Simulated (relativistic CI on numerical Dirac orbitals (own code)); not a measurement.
# Line list: Electric-dipole lines, Pm²⁰⁺

Calculated at this level of theory: Dirac-Coulomb-Breit CI, orbitals from a KLI potential per configuration, model QED (radiative potential, 1s self-energy scaled to tabulated hydrogen-like ionisation energies), unscaled Slater integrals (own radial code, finite nucleus).

Configurations in the expansion (outside the closed core [Ar] 3d10): 4s2 4p6 4d5, 4s2 4p5 4d6, 4s2 4p6 4d4 4f, 4s 4p6 4d6, 4s2 4p5 4d5 4f, 4s2 4p6 4d4 5s, 4s 4p6 4d5 4f, 4s2 4p6 4d4 5p, 4s2 4p6 4d3 4f 5s, 4s2 4p6 4d4 5d, 4s2 4p6 4d3 5s 5p, 4s2 4p5 4d5 5s, 4s2 4p6 4d4 5f, 4s2 4p6 4d4 6s, 4s2 4p6 4d4 5g, 4s2 4p6 4d4 6p, 4p6 4d6 4f, 4s2 4p6 4d4 6f, 4p6 4d7, 4p5 4d8, 4p5 4d7 4f, 4s2 4p6 4d3 5s2, 4s2 4p6 4d2 4f 5s2, 4s2 4p5 4d3 4f 5s2, 4s 4p6 4d3 4f 5s2. Double excitations out of closed p, d and f shells are left out; levels of such configurations are missing from the list, as are those of other unlisted configurations, and high levels can miss mixing partners. These lack a partner that the ground configuration has and come out too high: 4s2 4p5 4d5 5s.

| λ vac (Å) | Lower | Upper | A (s⁻¹) | log gf | S velocity/length |
| --- | --- | --- | --- | --- | --- |
| 81.934 | 4s2 4p6 4d5 6S_5/2 [1] | 4s2 4p6 4d4 4f 2G°_7/2 [278] | 1.41e+10 | -0.94 | 0.70 |
| 82.853 | 4s2 4p6 4d5 4G_7/2 [3] | 4s2 4p6 4d4 4f 2D°_5/2 [354] | 1.75e+10 | -0.97 | 0.70 |
| 88.959 | 4s2 4p6 4d5 2I_13/2 [15] | 4s2 4p6 4d4 4f 2I°_13/2 [305] | 1.66e+10 | -0.56 | 0.43 |
| 90.080 | 4s2 4p6 4d5 2I_11/2 [11] | 4s2 4p6 4d4 4f 4I°_9/2 [267] | 1.59e+10 | -0.71 | 0.55 |
| 98.345 | 4s2 4p6 4d5 2I_13/2 [15] | 4s2 4p5 4d6 4G°_11/2 [142] | 3.10e+10 | -0.27 | 1.13 |
| 99.415 | 4s2 4p6 4d5 4G_7/2 [3] | 4s2 4p6 4d4 4f 6H°_5/2 [93] | 9.35e+09 | -1.08 | 1.26 |
| 99.477 | 4s2 4p6 4d5 2I_11/2 [11] | 4s2 4p5 4d6 2G°_9/2 [122] | 1.26e+10 | -0.73 | 1.00 |
| 100.74 | 4s2 4p6 4d5 4G_5/2 [2] | 4s2 4p5 4d6 4P°_3/2 [72] | 1.38e+10 | -1.08 | 1.54 |
| 100.96 | 4s2 4p6 4d5 4G_9/2 [6] | 4s2 4p5 4d6 4D°_7/2 [89] | 1.72e+10 | -0.68 | 1.19 |
| 101.01 | 4s2 4p6 4d5 4G_11/2 [4] | 4s2 4p5 4d6 4G°_9/2 [84] | 6.14e+09 | -1.03 | 1.25 |
| 101.38 | 4s2 4p6 4d5 4G_11/2 [4] | 4s2 4p5 4d6 4F°_9/2 [80] | 1.90e+10 | -0.53 | 1.24 |
| 101.59 | 4s2 4p6 4d5 4G_9/2 [6] | 4s2 4p5 4d6 4G°_9/2 [84] | 1.08e+10 | -0.78 | 0.87 |
| 101.74 | 4s2 4p6 4d5 2I_11/2 [11] | 4s2 4p5 4d6 2I°_11/2 [106] | 2.27e+10 | -0.37 | 0.91 |
| 102.07 | 4s2 4p6 4d5 4G_5/2 [2] | 4s2 4p5 4d6 4D°_5/2 [64] | 1.02e+10 | -1.02 | 0.79 |
| 102.11 | 4s2 4p6 4d5 4G_11/2 [4] | 4s2 4p5 4d6 4G°_11/2 [77] | 1.83e+10 | -0.46 | 1.00 |
| 103.04 | 4s2 4p6 4d5 4G_7/2 [3] | 4s2 4p5 4d6 4D°_7/2 [71] | 8.41e+09 | -0.97 | 0.98 |
| 103.11 | 4s2 4p6 4d5 4D_7/2 [9] | 4s2 4p5 4d6 4D°_5/2 [88] | 1.60e+10 | -0.82 | 0.89 |
| 103.12 | 4s2 4p6 4d5 2I_13/2 [15] | 4s2 4p5 4d6 2I°_13/2 [103] | 2.36e+10 | -0.28 | 0.91 |
| 103.21 | 4s2 4p6 4d5 4G_7/2 [3] | 4s2 4p5 4d6 4F°_7/2 [68] | 8.12e+09 | -0.98 | 0.66 |
| 103.42 | 4s2 4p6 4d5 6S_5/2 [1] | 4s2 4p5 4d6 6P°_3/2 [44] | 2.48e+10 | -0.80 | 1.03 |
| 103.59 | 4s2 4p6 4d5 6S_5/2 [1] | 4s2 4p5 4d6 6P°_5/2 [43] | 2.38e+10 | -0.64 | 0.90 |
| 103.66 | 4s2 4p6 4d5 4G_5/2 [2] | 4s2 4p5 4d6 4G°_5/2 [56] | 1.90e+10 | -0.74 | 0.79 |
| 104.28 | 4s2 4p6 4d5 4G_7/2 [3] | 4s2 4p5 4d6 2F°_7/2 [63] | 7.63e+09 | -1.00 | 0.78 |
| 104.45 | 4s2 4p6 4d5 4G_11/2 [4] | 4s2 4p5 4d6 4H°_13/2 [65] | 8.56e+09 | -0.71 | 0.39 |
| 104.76 | 4s2 4p6 4d5 4G_9/2 [6] | 4s2 4p5 4d6 2G°_9/2 [67] | 8.84e+09 | -0.84 | 0.83 |
| 105.55 | 4s2 4p6 4d5 4G_5/2 [2] | 4s2 4p5 4d6 6F°_7/2 [51] | 5.94e+09 | -1.10 | 0.56 |
| 105.86 | 4s2 4p6 4d5 6S_5/2 [1] | 4s2 4p5 4d6 4D°_7/2 [39] | 7.98e+09 | -0.97 | 0.89 |
| 106.24 | 4s2 4p6 4d5 4G_5/2 [7] | 4s2 4p5 4d6 4F°_5/2 [61] | 1.29e+10 | -0.88 | 0.87 |
| 106.38 | 4s2 4p6 4d5 4G_9/2 [6] | 4s2 4p5 4d6 4H°_11/2 [58] | 1.03e+10 | -0.68 | 0.51 |
| 107.02 | 4s2 4p6 4d5 4G_7/2 [3] | 4s2 4p5 4d6 4H°_9/2 [54] | 7.29e+09 | -0.90 | 0.62 |

Terms are leading LS components. Brackets give the number of a level in order of energy, since labels repeat. The list gives strong lines, with weight on those to low levels, among the lowest 400 of 9974 levels, so that lines to higher ones, which can be the strongest, are missing. Levels whose partners in the same complex of configurations lie outside the list can be far off, and so can their lines. Rates are taken at the computed energies, electric ones in the length gauge. A velocity-to-length ratio far from 1 marks an uncertain rate.

At this charge energies of transitions that change n are usually good to better than 1 %, and those within a shell (Δn = 0) to a few per cent. Terms inside the open d or f shell come out 10 to 20 % too wide with unscaled integrals.

LS names give the leading component of a level, which can be under half, so a name can repeat, a term be missing and a line seem to break the LS rules.
